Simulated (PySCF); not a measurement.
This PySCF input asks for the NMR shieldings of SMILES C=C=C(B(O)O)B(F)F, C3H4B2F2O2; the geometry comes from GFN2-xTB.

```python
import basis_set_exchange as bse
import numpy as np
from pyscf import gto, dft
from pyscf.prop import nmr

atoms = """
C     2.480883    0.083284    0.533466
C     1.237669    0.215228    0.224556
C    -0.035599    0.324658   -0.086204
B    -0.967694   -0.965835    0.006100
O    -0.410259   -2.127359    0.402611
O    -2.287521   -0.946783   -0.294237
B    -0.603263    1.686728   -0.527390
F    -1.884500    1.852370   -0.855435
F     0.101579    2.800260   -0.622102
H     3.222280   -0.176847   -0.202730
H     2.831921    0.226298    1.541165
H    -1.027958   -2.859525    0.434895
H    -2.661928   -0.111993   -0.572422
"""
names = dict.fromkeys(["C", "B", "O", "F", "H"], "pcSseg-1")
basis = {el: gto.basis.parse(bse.get_basis(n, elements=[el], fmt="nwchem")) for el, n in names.items()}
mol = gto.M(atom=atoms, basis=basis, charge=0, verbose=0)
mf = dft.RKS(mol, xc="PBE0")
mf.grids.level = 2
mf.grids.alignment = dft.numint.BLKSIZE   # the property module wants whole blocks of grid points
mf.conv_tol = 1e-9
mf.kernel()

calc = nmr.RKS(mf)   # GIAO
C = mf.mo_coeff
Co = C[:, mf.mo_occ > 0]
resp = mf.gen_response(singlet=True, hermi=2)
def vind(x):   # induced exchange potential for any number of trial vectors
    d = np.einsum("pi,xij,qj->xpq", C, 2 * x.reshape(-1, C.shape[1], Co.shape[1]), Co, optimize=True)
    return np.einsum("xpq,pi,qj->xij", resp(d - d.transpose(0, 2, 1)), C, Co, optimize=True).ravel()
mo1, _ = nmr.rhf.solve_mo1(calc, with_cphf=vind)
sigma = calc.kernel(mo1)
for i, s in enumerate(sigma):   # ppm
    w = np.linalg.eigvalsh((s + s.T) / 2)
    print("%2d %-2s iso %8.1f  s11 %8.1f  s22 %8.1f  s33 %8.1f" % (i, mol.atom_pure_symbol(i), w.mean(), *w))
```

**Question.** What are the results?

**Answer.** 
```
 0 C  iso    117.0  s11     23.8  s22    159.5  s33    167.8
 1 C  iso    -56.6  s11   -112.3  s22    -72.0  s33     14.3
 2 C  iso    108.9  s11     38.3  s22    121.1  s33    167.4
 3 B  iso     75.1  s11     62.1  s22     70.2  s33     93.0
 4 O  iso    221.5  s11    125.1  s22    261.0  s33    278.3
 5 O  iso    211.2  s11    102.3  s22    254.1  s33    277.2
 6 B  iso     74.6  s11     53.0  s22     80.5  s33     90.2
 7 F  iso    260.3  s11    111.9  s22    299.5  s33    369.5
 8 F  iso    252.6  s11     94.4  s22    296.5  s33    366.8
 9 H  iso     26.8  s11     24.8  s22     25.1  s33     30.6
10 H  iso     26.8  s11     24.8  s22     25.1  s33     30.6
11 H  iso     27.6  s11     21.7  s22     23.4  s33     37.6
12 H  iso     26.3  s11     18.1  s22     25.1  s33     35.7
```

These numbers come from an equivalent density-fitted implementation of the same equations, which agrees with the script to about 0.01 ppm for H and up to a few tenths of a ppm for heavy atoms, so last digits may differ.

Size and cost of the density-fitted run: 173 basis functions, 31 s wall time on 1 thread of an Arm Neoverse V1, shared host; peak memory 0.85 GiB.
